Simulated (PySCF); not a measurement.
## Shieldings and the share of exact exchange

Molecule: `C#CC(=C)[SiH2]C`, C5H8Si.

Numbering as in the mapped SMILES `[CH:1]#[C:2][C:3](=[CH2:4])[SiH2:5][CH3:6]`. Each H is labelled by its parent atom. Ha(C4) is cis to C2; Hb(C4) is trans to C2.

GIAO shieldings (ppm, equivalent atoms averaged) in PySCF on the PBE0-D3(BJ)/def2-SVP geometry, basis pcSseg-1, gas phase, non-relativistic:

```csv
functional,exact exchange (%),σ(C2),σ(Si5)
BLYP,0,87.8,355.1
BP86,0,91.4,364.2
PBE,0,91.5,365.0
B3LYP,20,93.6,368.2
PBE0,25,98.5,381.0
mPW1PW91,25,98.1,379.6
HF,100,115.1,420.8
```

Problem. Fit each shielding as a line in the percentage of exact exchange.

Solution. σ(C2) = 90.5 + 0.25 x (rms 1.6 ppm); σ(Si5) = 361.8 + 0.60 x (rms 4.1 ppm). The functionals also differ in their semilocal parts, which the line can't hold; Hartree–Fock has no correlation at all.

Problem. What does the line predict for BHandHLYP (50 %), and what does the run give?

Solution. σ(C2): 103.0 predicted, 101.6 computed; σ(Si5): 391.8 predicted, 387.4 computed ppm.
